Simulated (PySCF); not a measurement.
# S²⁺ (sulfur, charge +2) across methods

[Ne] 3s1 3p3, high-spin 5S determinant (an excited configuration). Computed with PySCF 2.14 in aug-cc-pV(Q+d)Z with one added diffuse shell each of s, p, d, f, g type (8s7p6d4f3g, 114 functions), with no relativity, point nucleus. The B2PLYP total includes its PT2 part (frozen core); its orbital energies are those of the SCF part.

| method | E (hartree) | mean ε 2p β (eV) | mean ε 3s α (eV) | mean ε 3p α (eV) | Σ⟨r²⟩ (bohr²) | ⟨S²⟩ |
| --- | --- | --- | --- | --- | --- | --- |
| LDA | -395.2188 | -182.49 | -41.489 | -30.129 | 15.28 | 6.000 |
| wB97M-V | -396.5959 | -191.13 | -46.536 | -33.852 | 15.34 | 6.000 |
| PBE0 | -396.4858 | -188.90 | -44.473 | -31.897 | 15.22 | 6.000 |
| PBE | -396.4425 | -182.47 | -41.673 | -30.192 | 15.23 | 6.000 |
| r2SCAN | -396.6190 | -184.94 | -42.918 | -30.774 | 15.17 | 6.000 |
| UHF | -396.14479 | -206.95 | -52.206 | -36.412 | 15.32 | 6.000 |

(1) Estimate the same row for B2PLYP.

## Answers

(1) E (hartree) = -396.5011; mean ε 2p β (eV) = -195.82; mean ε 3s α (eV) = -47.118; mean ε 3p α (eV) = -33.339; Σ⟨r²⟩ (bohr²) = 15.25; ⟨S²⟩ = 6.000.
